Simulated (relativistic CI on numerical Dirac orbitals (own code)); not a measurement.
**Cu2+ in a cubic cluster: 2p photoemission with charge transfer**

Computed with a charge-transfer multiplet model of a cubic metal-ligand cluster with up to one ligand hole, Slater and spin-orbit integrals from Dirac-Coulomb-Breit ions, Slater integrals scaled by 0.8. The ground state mixes d9 with configurations of k ligand holes L, whose averages lie at kΔ + k(k − 1)U_dd/2; a core hole lowers each added d electron by U_cd. 20 K, Lorentzian 0.6 eV and Gaussian 0.8 eV FWHM.

Atomic integrals in eV (Slater integrals scaled, ζ unscaled), ground: F2dd 11.066, F4dd 6.905, zeta_d 0.099; with the core hole: F2dd 11.066, F4dd 6.905, zeta_d 0.138, zeta_core 13.377, F2cd 7.060, G1cd 5.412, G3cd 3.079.

Cluster parameters (eV): Δ = 5.3, U_dd = 6.9, 10Dq = 0.85, 10Dq(ligand) = 1.5, V(eg) = 3.1, V(t2g) = -1.37, final-state hopping factor = 1.

| Case | n_d | d9 | d10L | S |
| --- | --- | --- | --- | --- |
| U_cd = 6.9 eV | 9.19 | 0.81 | 0.19 | 0.50 |
| U_cd = 7.5 eV | 9.19 | 0.81 | 0.19 | 0.50 |
| U_cd = 8.7 eV | 9.19 | 0.81 | 0.19 | 0.50 |
| U_cd = 9.3 eV | 9.19 | 0.81 | 0.19 | 0.50 |
| U_cd = 10.5 eV | 9.19 | 0.81 | 0.19 | 0.50 |

Weights, n_d and S are thermal averages at 20 K. Binding energies count from the first peak over 30 % of the highest in each spectrum, which can be another peak from case to case. The parameters are a model scan and need not match a compound or its usual spin state. Peaks in eV (height, largest 100):
- U_cd = 6.9 eV: 0.0 (100), 6.9 (16), 7.7 (15), 20.3 (50), 26.9 (13)
- U_cd = 7.5 eV: 0.0 (100), 6.9 (17), 7.9 (17), 20.2 (50), 27.0 (15)
- U_cd = 8.7 eV: 0.0 (100), 7.4 (21), 8.6 (20), 20.1 (50), 27.5 (19)
- U_cd = 9.3 eV: 0.0 (100), 7.7 (22), 9.0 (22), 20.2 (50), 27.9 (21)
- U_cd = 10.5 eV: 0.0 (100), 7.3 (27), 8.2 (25), 9.8 (26), 20.1 (49), 28.6 (25)

For the case U_cd = 8.7 eV, Δ = 5.3 eV is smaller than U_dd = 6.9 eV, the charge-transfer side of the Zaanen-Sawatzky-Allen scheme. With the core hole the configuration with one ligand hole lies at Δ − U_cd = -1.6, -2.2, -3.4, -4.0, -5.2 eV from the one without, in the order of the table; where this is negative the screened configuration lies lower, though the effective hopping of about 2.8 eV (from the holes of the mixed ground state) mixes the two strongly wherever it is as large as the gap.
